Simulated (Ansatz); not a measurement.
Mulliken charges of C$_{2}$H$_{6}$GeTe (`C=C[Te][GeH3]`) from ωB97M-V/def2-TZVPP in Ansatz (PBE0-D4/def2-TZVP geometry).

```json
{"atom": "C1", "x (Å)": "-0.937", "y (Å)": "-1.677", "z (Å)": "-1.378", "charge (e)": "-0.211"}
{"atom": "C2", "x (Å)": "-0.053", "y (Å)": "-1.114", "z (Å)": "-0.567", "charge (e)": "-0.220"}
{"atom": "Te3", "x (Å)": "1.052", "y (Å)": "0.600", "z (Å)": "-1.077", "charge (e)": "0.008"}
{"atom": "Ge4", "x (Å)": "0.660", "y (Å)": "1.722", "z (Å)": "1.183", "charge (e)": "0.016"}
{"atom": "H5", "x (Å)": "-1.202", "y (Å)": "-1.247", "z (Å)": "-2.338", "charge (e)": "0.107"}
{"atom": "H6", "x (Å)": "-1.429", "y (Å)": "-2.604", "z (Å)": "-1.101", "charge (e)": "0.112"}
{"atom": "H7", "x (Å)": "0.196", "y (Å)": "-1.559", "z (Å)": "0.391", "charge (e)": "0.114"}
{"atom": "H8", "x (Å)": "0.962", "y (Å)": "0.706", "z (Å)": "2.298", "charge (e)": "0.024"}
{"atom": "H9", "x (Å)": "-0.790", "y (Å)": "2.211", "z (Å)": "1.319", "charge (e)": "0.024"}
{"atom": "H10", "x (Å)": "1.626", "y (Å)": "2.911", "z (Å)": "1.274", "charge (e)": "0.025"}
```

By hand: the dipole of these point charges (1 e Å = 4.8032 D).

Σ q r = (0.007, 0.171, 0.216) e Å, of length 0.276 e Å = 1.33 D.

How does the dipole of the full density compare? (Estimate.)

Ansatz gave: (-0.110, -0.073, 0.121) e Å, 0.86 D; the point charges give 1.55 times that, at 75° from its direction.

Point charges leave out the atoms' own dipoles, such as those of lone pairs, and Mulliken's split depends on the basis, so the two needn't agree.
